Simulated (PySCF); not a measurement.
# Correlation energy of F³⁺ (fluorine, charge +3)

[He] 2s2 2p2, high-spin 3P determinant. Calculation: PySCF 2.14, in x2c-TZVPall (5s3p2d1f, 31 functions); the spin-free X2C one-electron Hamiltonian (Gaussian nucleus). Frozen: 1s2; 4 electrons correlated.

MP2 pair energies summed by pair of shells (mhartree):

```csv
pair,energy,share (%)
2s-2p,-45.73,60.0
2s-2s,-23.23,30.5
2p-2p,-7.31,9.6
```

Total MP2 correlation energy: -76.27 mhartree.

Same-spin part -12.41 and opposite-spin part -63.86 mhartree; SCS-MP2 scales them by 1/3 and 6/5 to -80.77 mhartree.

| level | correlation energy (mhartree) |
| --- | --- |
| CCSD | -98.62 |
| (T) | -1.10 |
| CCSD(T) | -99.72 |

Diagnostics: T1 = 0.0036, D1 = 0.0077, largest double amplitude 0.122.

Cost of the coupled-cluster step: 0.25 s of wall time on 1 thread of Neoverse-V2 (shared host), for 4 correlated electrons.
